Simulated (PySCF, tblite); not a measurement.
Compound: C₇H₁₇B.
SMILES: `BC[C@@H](C)C(C)(C)C`

Jobs on this species (25 atoms, 64 electrons) with PySCF (density fitting) and tblite. Hardware of each: one thread of an Arm Neoverse V1, on a shared host. Other jobs ran on the host; a repeat could differ by tens of per cent or more.

```json
{"level and settings": "PBE0/pcSseg-1", "work": "shieldings, charges and field gradients", "basis functions": "221", "SCF cycles": "?", "wall time": "?"}
{"level and settings": "GFN2-xTB", "work": "L-BFGS relaxation", "basis functions": "–", "SCF cycles": "–", "wall time": "0.89 s"}
{"level and settings": "GFN2-xTB", "work": "Hessian by finite differences", "basis functions": "–", "SCF cycles": "–", "wall time": "1.1 s"}
```

Task: Fill in the missing figures.

Result: 
- PBE0/pcSseg-1; shieldings, charges and field gradients: 48 s, 12 SCF cycles

Task: What do all jobs in the table cost together?

Result: About 50 s; the longest takes about 96 % of that, and about 54 times as long as the shortest.
